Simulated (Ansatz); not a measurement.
A nudged elastic band was laid between two geometries of AlClH2O2 + H2 (8 atoms, charge 0, multiplicity 1).

Level of theory: RHF/def2-SVP in Ansatz 0.2.0.

```json
{"movable images": "9", "climbing image": "yes", "spring": "5.0 eV/Å²", "optimiser": "quadratic models (default)", "start path": "through a guess of the saddle point", "force threshold": "0.03 eV/Å", "iteration limit": "60", "end points": "relaxed"}
```

First end point:

```xyz
8
Properties=species:S:1:pos:R:3
Al -0.028 -0.525 0.032
Cl 0.061 -1.049 2.068
O 1.374 -0.389 -0.866
H 2.283 -0.491 -0.651
O -1.504 -0.299 -0.717
H -2.391 -0.346 -0.409
H 0.050 2.395 0.525
H 0.101 2.171 1.236
```

Last end point:

```xyz
8
Properties=species:S:1:pos:R:3
Al -0.030 0.524 -0.472
Cl 0.119 0.130 2.614
O 1.415 -0.263 -0.846
H 1.642 -1.138 -1.100
O -1.545 -0.184 -0.695
H -1.845 -1.044 -0.924
H 0.028 2.046 -0.122
H 0.161 1.394 2.764
```

What changes between the two ends?

Bonds broken: Al1–Cl2, H7–H8. Bonds formed: Al1–H7, Cl2–H8. AlClH2O2 + H2 becomes AlH3O2 + ClH.

Give the energies along the band, and the barrier.

The forces met the threshold. The highest image is number 7 of 0 to 10, 1.98 eV above the first end and 0.74 eV above the last; the last end lies 1.25 eV above the first. The profile has 2 maxima (images 2, 7) with wells between them (image 3): this band takes more than one step, which may be the mechanism or a detour left from its start path. A structure lower than the first end lies on the path between it and the top, so the climb from that side starts below the end, which may itself be a saddle point or a shallow side well. A vibrational analysis at the climbing image gives 2 clearly imaginary modes (1318i, 149i cm⁻¹): a point of higher order, so a lower path passes nearby. The orbitals stay closed-shell, which can raise the energy where a bond breaks towards radicals; this wasn't checked here.

```json
{"image": "0", "path coordinate (Å)": "0.00", "energy (eV)": "0.00", "Al1–Cl2 (Å)": "2.10", "H7–H8 (Å)": "0.75", "Al1–H7 (Å)": "2.96"}
{"image": "1", "path coordinate (Å)": "0.50", "energy (eV)": "0.02", "Al1–Cl2 (Å)": "2.11", "H7–H8 (Å)": "0.75", "Al1–H7 (Å)": "2.62"}
{"image": "2", "path coordinate (Å)": "1.00", "energy (eV)": "0.05", "Al1–Cl2 (Å)": "2.10", "H7–H8 (Å)": "0.75", "Al1–H7 (Å)": "2.55"}
{"image": "3", "path coordinate (Å)": "1.51", "energy (eV)": "-0.01", "Al1–Cl2 (Å)": "2.10", "H7–H8 (Å)": "0.75", "Al1–H7 (Å)": "2.77"}
{"image": "4", "path coordinate (Å)": "2.01", "energy (eV)": "0.02", "Al1–Cl2 (Å)": "2.10", "H7–H8 (Å)": "0.75", "Al1–H7 (Å)": "2.39"}
{"image": "5", "path coordinate (Å)": "2.52", "energy (eV)": "0.19", "Al1–Cl2 (Å)": "2.12", "H7–H8 (Å)": "0.75", "Al1–H7 (Å)": "2.15"}
{"image": "6", "path coordinate (Å)": "3.02", "energy (eV)": "0.86", "Al1–Cl2 (Å)": "2.23", "H7–H8 (Å)": "0.80", "Al1–H7 (Å)": "1.88"}
{"image": "7", "path coordinate (Å)": "3.53", "energy (eV)": "1.98", "Al1–Cl2 (Å)": "2.45", "H7–H8 (Å)": "1.17", "Al1–H7 (Å)": "1.66"}
{"image": "8", "path coordinate (Å)": "4.08", "energy (eV)": "1.51", "Al1–Cl2 (Å)": "2.79", "H7–H8 (Å)": "1.77", "Al1–H7 (Å)": "1.58"}
{"image": "9", "path coordinate (Å)": "4.63", "energy (eV)": "1.30", "Al1–Cl2 (Å)": "2.99", "H7–H8 (Å)": "2.36", "Al1–H7 (Å)": "1.56"}
{"image": "10", "path coordinate (Å)": "5.18", "energy (eV)": "1.25", "Al1–Cl2 (Å)": "3.11", "H7–H8 (Å)": "2.96", "Al1–H7 (Å)": "1.56"}
```

What is the geometry of the highest image?


```xyz
8
Properties=species:S:1:pos:R:3
Al 0.025 0.294 -0.056
Cl 0.012 0.089 2.382
O 1.520 -0.212 -0.626
H 1.795 -0.869 -1.238
O -1.477 -0.137 -0.659
H -2.073 -0.861 -0.660
H 0.081 1.853 0.522
H 0.062 1.310 1.554
```

The run took 4.5 min on 1 thread of Arm Neoverse V1 (shared host), peak memory 0.16 GiB.
